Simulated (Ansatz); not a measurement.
Compare A (`CO[SiH](C)O`) with its isomer B (`COC(O)[SiH3]`).

Program: Ansatz. Geometries: PBE0-D4/def2-TZVP. ΔE: electronic, gas phase. CBS: MP2 limit from def2 TZ/QZ plus the TZ coupled-cluster correction, frozen cores. Functionals use def2-TZVPP. B3LYP here is the variant with VWN-RPA as its local correlation; programs differ in this. One conformer a species, not always the lowest.

Question: Which isomer does CCSD(T)/CBS put lower? Give the gap. (Estimate.)

Answer: Ansatz gave: A, by 372.6 kJ/mol.

Question: Give E(B) − E(A) in kJ/mol with CCSD(T)/def2-TZVPP, B3LYP, PBE-D4, HF/def2-TZVPP, CCSD/def2-TZVPP, ωB97M-V, B3LYP-D4. (An estimate is asked.)

Answer: Computed: CCSD(T)/def2-TZVPP 365.7, B3LYP 362.1, PBE-D4 342.7, HF/def2-TZVPP 378.5, CCSD/def2-TZVPP 369.6, ωB97M-V 366.5, B3LYP-D4 362.2. None reverses the order clearly.

Largest T1 diagnostic: 0.012.

From PBE to PBE0 (25 % exact exchange), in def2-TZVPP and without D4, E(B) − E(A) moves by +13.0 kJ/mol.
